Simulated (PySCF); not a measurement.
Si(H)(I)2(OH) (H2I2OSi), SMILES O[SiH](I)I.

Geometry optimised at PBE-D3(BJ)/def2-SVP. This is a generated structure with no PubChem entry under its InChIKey; it may be hypothetical. The def2 effective core potentials stand for the cores of I; spin–orbit coupling is left out. Other conformers were not sampled.

Two levels are set side by side: PBE/def2-TZVP (PySCF) and PBE0/def2-TZVP (PySCF). Same geometry, gas phase. Differences are taken from unrounded values.

```json
[
 {"quantity": "orbital gap (eV)", "PBE0": "6.17", "PBE": "4.25", "PBE minus PBE0": "-1.92"},
 {"quantity": "highest occupied level (eV)", "PBE0": "-7.65", "PBE": "-6.52", "PBE minus PBE0": "1.13"},
 {"quantity": "lowest empty level (eV)", "PBE0": "-1.48", "PBE": "-2.28", "PBE minus PBE0": "-0.79"},
 {"quantity": "dipole moment (D)", "PBE0": "0.86", "PBE": "0.90", "PBE minus PBE0": "0.04"},
 {"quantity": "mean polarisability (bohr³)", "PBE0": "92.5", "PBE": "95.8", "PBE minus PBE0": "3.3"}
]
```

PBE's occupied levels lie high since its potential decays too fast outside the molecule; exact exchange lowers them and widens the gap. Loosely held outer electrons make PBE densities more polarisable. Differences between two approximate levels are no errors against the true value.

Rough cost on one machine, each run with all the roots and properties that it gave: PBE0 against PBE within a factor of 2.
